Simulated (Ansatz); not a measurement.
Geometry optimisation, Ansatz 0.2.0, UKS PBE/def2-SVP.

input.yaml

```yaml
crystal:
  periodic: [false, false, false]
  atoms:
    - { symbol: W, position_ang: [-0.022997, -0.030931, -0.114997] }
    - { symbol: Cl, position_ang: [0.968623, 0.012398, 3.326552] }
    - { symbol: F, position_ang: [1.838534, -0.076486, -0.054241] }
    - { symbol: F, position_ang: [-0.368134, 1.827675, -0.086702] }
    - { symbol: F, position_ang: [-1.501577, -0.135017, 1.017304] }
    - { symbol: F, position_ang: [0.074487, -1.901444, 0.185745] }
    - { symbol: F, position_ang: [-0.045018, 0.125104, -1.966928] }
    - { symbol: O, position_ang: [-0.540504, 0.140353, 3.984371] }
    - { symbol: H, position_ang: [-0.917813, -0.762753, 3.895996] }
magnetization:
  spin_polarized: true
  initial_magnetization: 1
basis:
  gaussian: { orbitals: def2-SVP }
hamiltonian:
  xc: pbe
relax:
  f_tol: 0.03
  max_steps: 50
```

Run as:

```bash
$ ansatz run input.yaml --threads 4 --pin off --max-ram 5120MiB --backend cpu --events-out ev --progress --plain --runs-dir out
```

Problem. Where does it end, and by what steps?

Solution. It converged. The force dipped under the threshold on the way, but the program's further checks kept it going. After 36 steps the energy has fallen by 1.111 eV; O8 moved furthest, 1.32 Å. Parted: Cl2–O8 (1.65 → 2.52 Å). Joined: W1–Cl2 (3.58 → 2.32 Å).

| step | energy less start (eV) | largest force component (eV/Å) | accepted |
| --- | --- | --- | --- |
| 0 | 0.0000 | 1.652 | yes |
| 2 | -0.1810 | 0.201 | yes |
| 4 | -0.1722 | 1.776 | no |
| 6 | -0.2918 | 0.594 | yes |
| 8 | -0.5459 | 1.316 | yes |
| 10 | -0.8492 | 1.310 | yes |
| 12 | -1.0271 | 0.074 | yes |
| 14 | -1.0355 | 0.390 | yes |
| 16 | -1.0378 | 1.209 | no |
| 18 | -1.0728 | 0.212 | yes |
| 20 | -1.0710 | 1.057 | no |
| 22 | -1.0982 | 0.044 | yes |
| 24 | -0.9897 | 1.933 | no |
| 26 | -1.1028 | 0.351 | yes |
| 28 | -1.1067 | 0.120 | yes |
| 30 | -1.1087 | 0.030 | yes |
| 32 | -1.1098 | 0.016 | yes |
| 34 | -1.1104 | 0.075 | yes |
| 36 | -1.1110 | 0.029 | yes |

```xyz
9
Properties=species:S:1:pos:R:3
W 0.171 0.063 0.391
Cl 0.923 0.652 2.502
F 1.930 0.045 -0.229
F 0.077 1.869 -0.080
F -1.609 0.142 0.928
F 0.295 -1.757 0.733
F -0.406 -0.346 -1.338
O -0.632 -1.076 3.473
H -1.263 -0.393 3.807
```

Whether the end is a true minimum wasn't checked by a vibrational analysis.

Run time: 3.4 min on 4 threads of Arm Neoverse V2, with other jobs on the host, peak memory 0.4 GiB.
